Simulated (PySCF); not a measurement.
H3O3Si, SMILES O[Si](O)O, multiplicity 2. Atoms are numbered in the order given.

```xyz
7

O     -1.5624    -0.1116    -0.2315
Si     0.0000     0.0000     0.3774
O      0.6845     1.4089    -0.2315
O      0.8779    -1.2972    -0.2315
H     -2.1587     0.5882     0.0909
H      1.5888     1.5754     0.0909
H      0.5700    -2.1636     0.0909
```
Charge 0, spin multiplicity 2.

Geometry optimised at PBE-D3(BJ)/def2-SVP. The isomer is the one that the SMILES or the coordinates give; other isomers of the formula were not compared. Other conformers were not sampled.

Method: B3LYP/pcH-1 run with PySCF.

Unrestricted Kohn–Sham, ⟨S²⟩ = 0.752. Hyperfine tensors hold the contact and dipolar terms, without spin-orbit corrections.

Computed hyperfine couplings:
```csv
nucleus,A(iso) (MHz),A(iso) (G),dipolar principal values (MHz)
17O no. 1,-35.7,-12.7,"-38.9, 18.6, 20.3"
29Si no. 2,-914.4,-326.3,"-112.5, 56.3, 56.3"
17O no. 3,-35.7,-12.7,"-38.9, 18.6, 20.3"
17O no. 4,-35.7,-12.7,"-38.9, 18.6, 20.3"
1H no. 5,-8.9,-3.2,"-11.0, -3.9, 14.9"
1H no. 6,-8.9,-3.2,"-11.0, -3.9, 14.9"
1H no. 7,-8.9,-3.2,"-11.0, -3.9, 14.9"
```

Q: And the g tensor (effective nuclear charges for spin-orbit coupling, GIAO)? (The exact figures need the calculation; the answer reports its results.)

A: principal values 2.0009, 2.0009, 2.0018; isotropic 2.0012.
